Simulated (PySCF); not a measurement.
Broadened absorption spectrum of C6H8FN

C6H8FN.
Structure used (PBE0-D3(BJ)/def2-SVP), in Å, numbered top down from 1:
```xyz
16
C6H8FN angstrom
N     -0.0893   -0.5419   -2.9629
C      0.3552   -0.1631   -1.9631
C      0.8946    0.3064   -0.6875
C      0.9068   -0.8342    0.3503
C     -0.5182   -0.8064    0.8900
C     -0.7845    0.6775    1.0802
F     -0.2435    1.0708    2.2932
C     -0.0242    1.3837   -0.0509
H      1.9048    0.6955   -0.8858
H      1.6118   -0.5696    1.1527
H      1.2143   -1.7993   -0.0745
H     -1.2185   -1.2143    0.1427
H     -0.6598   -1.3602    1.8283
H     -1.8558    0.9316    1.1053
H      0.5749    2.1875    0.3979
H     -0.6951    1.8422   -0.7896
```

Theory: PySCF, TDDFT PBE0/def2-SVPD, vertical, gas phase, core orbitals frozen in the response.

Computed states:

| state | E (eV) | f |
| --- | --- | --- |
| S1 | 7.62 | 0.0002 |
| S2 | 7.98 | 0.0044 |
| S3 | 8.00 | 0.0044 |
| S4 | 8.61 | 0.0065 |
| S5 | 8.66 | 0.021 |
| S6 | 8.76 | 0.0051 |
| S7 | 8.89 | 0.012 |
| S8 | 9.00 | 0.011 |
| S9 | 9.06 | 0.022 |
| S10 | 9.11 | 0.023 |

Broadening: Gaussians 0.5 eV wide at half height, area fixed by f = 4.319×10⁻⁹ ∫ε dν̃. The cross-section is σ = 3.8235×10⁻²¹ ε cm², given in Mb (10⁻¹⁸ cm²). The width is an assumption, not a result. The curve ends short of the highest state used, and states not computed would add to its high-energy end.

(1) Give the broadened spectrum and its maxima.

(2) Coming from long wavelengths, where does ε first pass 100 L mol⁻¹ cm⁻¹?

Answers

(1) 
(E (eV), σ (Mb)): (6.87, 0.00), (6.90, 0.00), (6.93, 0.00), (6.96, 0.00), (6.99, 0.00), (7.02, 0.00), (7.05, 0.00), (7.08, 0.00), (7.11, 0.00), (7.14, 0.00), (7.17, 0.01), (7.20, 0.01), (7.23, 0.01), (7.26, 0.02), (7.29, 0.02), (7.32, 0.03), (7.35, 0.04), (7.38, 0.05), (7.41, 0.07), (7.44, 0.10), (7.47, 0.13), (7.50, 0.17), (7.53, 0.22), (7.56, 0.28), (7.59, 0.36), (7.62, 0.45), (7.65, 0.55), (7.67, 0.63), (7.70, 0.76), (7.73, 0.90), (7.76, 1.05), (7.79, 1.20), (7.82, 1.35), (7.85, 1.49), (7.88, 1.62), (7.91, 1.72), (7.94, 1.80), (7.97, 1.85), (8.00, 1.87), (8.03, 1.87), (8.06, 1.85), (8.09, 1.82), (8.12, 1.78), (8.15, 1.76), (8.18, 1.76), (8.21, 1.80), (8.24, 1.90), (8.27, 2.06), (8.30, 2.30), (8.33, 2.62), (8.36, 3.03), (8.39, 3.52), (8.42, 4.09), (8.45, 4.72), (8.48, 5.41), (8.51, 6.14)

Maxima: 155 nm (8.01 eV), ε about 490, made up of S2 (48%) and S3 (48%) (ε in L mol⁻¹ cm⁻¹; maxima over ε = 5, shares over 10%). At its high-energy end, 8.51 eV, the curve is still rising (ε about 1600, from S4 and S5).

(2) At about 163 nm (7.60 eV), 0.02 eV below S1.

The vertical ionisation energy (ΔSCF) is 11.33 eV, 2.22 eV above S10.

Time: 5.0 min. Hardware: Arm Neoverse V1, one thread, on a shared host.

One conformer stands for the species.
